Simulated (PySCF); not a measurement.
## Spinor energies of Yb³⁵⁺ (ytterbium, charge +35)

Start: [Ar] 3d10 4s2 4p5; 4p1/2 filled at m_j = -1/2, +1/2; 4p3/2 filled at m_j = -1/2, +1/2, +3/2. Calculated with PySCF 2.14 in an even-tempered Gaussian basis (17 s from 3.7 bohr⁻², ratio 2.8; 14 p from 4.8 bohr⁻², ratio 2.8; 8 d from 8.6 bohr⁻², ratio 2.8; 4 f from 24 bohr⁻², ratio 3): generalised Hartree-Fock with the X2C-1e Hamiltonian and a Gaussian nucleus; one run each with spin-orbit coupling (SO) switched off, then screened by Boettger's factors.

```json
{"spinor shell": "1s1/2", "electrons": "2", "ε, spin-free (eV)": "-63125.1", "ε, screened SO (eV)": "-63108.5", "weight of nominal j (screened SO)": "1.000", "rms radius, screened SO (bohr)": "0.0223"}
{"spinor shell": "2s1/2", "electrons": "2", "ε, spin-free (eV)": "-12050.1", "ε, screened SO (eV)": "-12044.3", "weight of nominal j (screened SO)": "1.000", "rms radius, screened SO (bohr)": "0.0901"}
{"spinor shell": "2p1/2", "electrons": "2", "ε, spin-free (eV)": "-10795.2", "ε, screened SO (eV)": "-11539.5", "weight of nominal j (screened SO)": "1.000", "rms radius, screened SO (bohr)": "0.0768"}
{"spinor shell": "2p3/2", "electrons": "4", "ε, spin-free (eV)": "-10795.2", "ε, screened SO (eV)": "-10485.1", "weight of nominal j (screened SO)": "1.000", "rms radius, screened SO (bohr)": "0.0837"}
{"spinor shell": "3s1/2", "electrons": "2", "ε, spin-free (eV)": "-3861.5", "ε, screened SO (eV)": "-3859.1", "weight of nominal j (screened SO)": "1.000", "rms radius, screened SO (bohr)": "0.228"}
{"spinor shell": "3p1/2", "electrons": "2", "ε, spin-free (eV)": "-3473.6", "ε, screened SO (eV)": "-3638.8", "weight of nominal j (screened SO)": "1.000", "rms radius, screened SO (bohr)": "0.219"}
{"spinor shell": "3p3/2", "electrons": "4", "ε, spin-free (eV)": "-3473.6", "ε, screened SO (eV)": "-3402.7", "weight of nominal j (screened SO)": "1.000", "rms radius, screened SO (bohr)": "0.233"}
{"spinor shell": "3d3/2", "electrons": "4", "ε, spin-free (eV)": "-3008.1", "ε, screened SO (eV)": "-3037.2", "weight of nominal j (screened SO)": "1.000", "rms radius, screened SO (bohr)": "0.206"}
{"spinor shell": "4s1/2", "electrons": "2", "ε, spin-free (eV)": "-1727.6", "ε, screened SO (eV)": "-1726.7", "weight of nominal j (screened SO)": "1.000", "rms radius, screened SO (bohr)": "0.483"}
{"spinor shell": "4p1/2", "electrons": "2", "ε, spin-free (eV)": "-1583.1", "ε, screened SO (eV)": "-1632.7", "weight of nominal j (screened SO)": "0.999", "rms radius, screened SO (bohr)": "0.481"}
{"spinor shell": "4p3/2", "electrons": "3", "ε, spin-free (eV)": "-1583.1", "ε, screened SO (eV)": "-1561.6", "weight of nominal j (screened SO)": "0.999", "rms radius, screened SO (bohr)": "0.504"}
```

(1) Where does 3d5/2 lie, and what is the 3d spin-orbit splitting (screened SO)?

| quantity | spin-free | screened SO |
| --- | --- | --- |
| E (hartree) | -13347.27688 | -13361.32511 |
| M_J | 3/2 | 3/2 |
| ⟨J²⟩ | 3.751 | 3.751 |
| ⟨L²⟩ | 2.001 | 2.057 |
| ⟨S²⟩ | 0.750 | 0.806 |

Each row is a mean over spinors that exchange with the open shell spreads, by up to 11.550 eV (4s1/2).

Breit and QED terms are absent; they matter most for the inner s and p1/2 levels.

Densities and radii are taken from the X2C orbitals without a picture-change correction, which distorts them close to the nucleus.

Without spin-orbit coupling the j labels of p, d and f shells carry no meaning; the spin-free column gives the mean over the occupied spinors of each nl shell.

Answers

(1) At -2986.0 eV, 51.257 eV above 3d3/2.
